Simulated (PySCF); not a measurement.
A calculated (r2SCAN0, PySCF 2.14, def2-QZVPPD, no relativity, point nucleus) atom or ion has these occupied shells.

```csv
shell,electrons,orbital energy (eV),"rms radius, mean of both spins (bohr)"
1s β,1,-4420.9,0.0853
1s α,1,-4420.9,0.0853
2s α,1,-486.96,0.375
2s β,1,-486.70,0.375
2p α,3,-400.71,0.342
2p β,3,-400.49,0.342
3s α,1,-59.689,1.16
3s β,1,-58.782,1.16
3p α,3,-36.756,1.27
3p β,3,-35.718,1.27
3d α,1,-5.406,2.08
4s α,1,-4.809,4.00
4s β,1,-4.580,4.00
```

(1) Name the element and its charge.

## Answers

(1) Sc (scandium, neutral), in [Ar] 3d1 4s2, 2D determinant.
